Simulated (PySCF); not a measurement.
SMILES [CH2]N(C)C, doublet (PBE0/def2-SVP optimised geometry):

```
12

C      0.681     0.953     0.000
N      0.064    -0.089    -0.662
C      0.718    -1.369    -0.660
C     -1.374    -0.128    -0.660
H      0.158     1.911     0.000
H      1.774     0.953     0.000
H      0.602    -1.911     0.302
H      1.794    -1.239    -0.846
H      0.309    -2.005    -1.461
H     -1.775     0.879    -0.846
H     -1.736    -0.792    -1.461
H     -1.794    -0.490     0.301
```

Method: unrestricted PBE0/def2-TZVP (PySCF).

### Question
What are the frontier orbital energies (α orbitals alone; a β orbital can be the lowest empty one) and the dipole moment?

### Answer
HOMO-2 -10.47 eV, HOMO-1 -8.49 eV, HOMO -4.13 eV, LUMO 1.21 eV, LUMO+1 2.41 eV; dipole moment 1.22 D.

Meta-Löwdin charges at PBE0/def2-TZVP: C1 -0.33, N2 -0.09, C3 -0.24, C4 -0.24, H5 0.11, H6 0.11, H7 0.10, H8 0.12, H9 0.12, H10 0.12, H11 0.12, H12 0.10.
